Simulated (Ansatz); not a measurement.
C3H8BN (`CC1(C)BN1`). The species carries charge 0 and has multiplicity 1. The structure was optimised at the PBE0-D4/def2-TZVP level.

```xyz
13

C    -0.359    0.736   -1.199
C     0.114    0.055    0.063
C    -1.013   -0.398    0.961
B     1.574    0.239    0.602
N     1.246   -0.872   -0.080
H     0.480    1.040   -1.828
H    -0.942    1.629   -0.959
H    -1.006    0.076   -1.791
H    -1.621    0.455    1.276
H    -0.637   -0.893    1.858
H    -1.681   -1.098    0.442
H     2.454    0.800    1.163
H     1.391   -1.769   -0.507
```

Q: What is the dipole moment at ωB97M-V/def2-TZVPP? (Best estimate.)

A: Ansatz gave: 0.98 D, with components (-0.09, -0.85, -0.47) D in this frame, pointing from negative to positive charge.

Q: And with PBE, r2SCAN, B3LYP? (An estimate is asked.)

A: The calculation gave: PBE 1.06 D, r2SCAN 1.00 D, B3LYP 0.96 D.

Q: Give the Mulliken charges with ωB97M-V, PBE, r2SCAN in def2-TZVPP. (An estimate is asked.)

A: The calculation gave: 
```csv
atom,ωB97M-V,PBE,r2SCAN
C1,-0.30,-0.24,-0.15
C2,0.07,0.16,0.24
C3,-0.30,-0.24,-0.15
B4,-0.09,-0.13,-0.11
N5,-0.17,-0.16,-0.23
H6,0.09,0.08,0.04
H7,0.10,0.07,0.04
H8,0.10,0.06,0.03
H9,0.10,0.07,0.04
H10,0.09,0.08,0.04
H11,0.10,0.06,0.03
H12,0.10,0.02,0.01
H13,0.12,0.17,0.17
```

B3LYP here is the variant with VWN-RPA as its local correlation; programs differ in this.
